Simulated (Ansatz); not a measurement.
`CB[BH][InH][NH2]`, charge 0, multiplicity 1.

Problem. Give a relaxed structure at PBE0-D4/def2-TZVP (Ansatz). (Estimate.)

Solution. The calculation gave: 
Z-matrix (Å, degrees):
```
C
B 1 1.569
H 1 1.095 2 111.0
H 1 1.090 2 115.7 3 -124.6
H 1 1.098 2 107.6 3 114.5
B 2 1.601 1 130.4 3 122.2
H 2 1.214 1 116.8 3 -50.8
In 6 2.269 2 108.7 1 -87.7
H 6 1.194 2 135.4 1 97.1
N 8 2.019 6 116.2 2 79.6
H 8 1.722 6 131.7 2 -97.9
H 10 1.007 8 122.5 6 168.2
H 10 1.007 8 123.7 6 10.0
```
This is one stationary point; other conformers may exist.
